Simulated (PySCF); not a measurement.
Cs2Cl2, optimised at PBE/def2-SVP:

```xyz
4

Cs    -0.4574    -2.2447    -0.0290
Cl    -2.0838     0.3789    -0.7538
Cs     0.4369     2.2731    -0.4124
Cl     2.0633    -0.3504     0.3124
```

Computed with PySCF (xtb for GFN2) and rigid-rotor harmonic-oscillator thermochemistry at 1 bar. All species are closed-shell singlets. Cs: scalar-relativistic def2 core potential, no spin-orbit coupling.

Q: List the harmonic frequencies (cm⁻¹, unscaled) at this level and at the other levels, each on its own geometry.

A: 
- PBE/def2-SVP: 35, 56, 133, 148, 154, 158
- GFN2-xTB: 42, 45, 95, 102, 110, 112
- PBE0/def2-TZVP: 39, 54, 128, 144, 150, 157
